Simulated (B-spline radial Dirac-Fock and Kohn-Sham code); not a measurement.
# As 4p3/2: cross section and angular parameters

System: the free arsenic atom, configuration 1s2 2s2 2p6 3s2 3p6 3d10 4s2 4p3; threshold 7.35 eV (orbital energy of the model). Method: Dirac-Hartree-Slater photoionisation with a Latter tail; cross sections with all multipoles, angular parameters from the dipole term and its interference with E2. Computed with a B-spline atomic structure program.

For linearly polarised light dσ/dΩ = σ/(4π) [1 + β P₂(cos θ) + (δ + γ cos²θ) sin θ cos φ], with θ from the polarisation vector and φ the angle between the beam and the projection of the electron momentum on the plane normal to the polarisation.

```tsv
hν (eV)	σ (kb)	β	γ	δ
55.8	76.0	0.076	0.049	0.004
60	66.1	-0.093	0.011	0.010
66.6	57.1	-0.188	-0.024	0.017
69.8	54.4	-0.176	-0.030	0.019
76.7	50.5	-0.077	-0.024	0.022
77.3	50.2	-0.065	-0.022	0.022
80	49.2	-0.010	-0.015	0.023
105	42.7	0.501	0.080	0.019
106	42.5	0.518	0.083	0.019
193	27.9	1.275	0.144	0.003
200	27.0	1.303	0.139	0.002
301	17.4	1.527	0.058	-0.001
400	11.9	1.611	0.002	-0.001
479	9.09	1.642	-0.018	0.000
495	8.63	1.646	-0.020	0.000
553	7.22	1.658	-0.023	0.000
640	5.63	1.666	-0.017	0.001
694	4.87	1.667	-0.009	0.002
1000	2.41	1.651	0.076	0.005
1140	1.84	1.637	0.123	0.006
3040	0.173	1.412	0.691	0.033
4330	0.0652	1.286	0.941	0.056
4520	0.0577	1.269	0.972	0.059
4580	0.0555	1.264	0.982	0.060
5414.7	0.0341	1.196	1.100	0.076
6490	0.0199	1.118	1.224	0.097
7130	?	?	?	?
9251.7	0.00662	0.956	1.453	0.149
12000	0.00286	0.831	1.605	0.199
13000	0.00220	0.793	1.647	0.216
```

Problem. Give the values at 7130 eV.

Solution. σ = 0.0149 kb, β = 1.076, γ = 1.287, δ = 0.109.
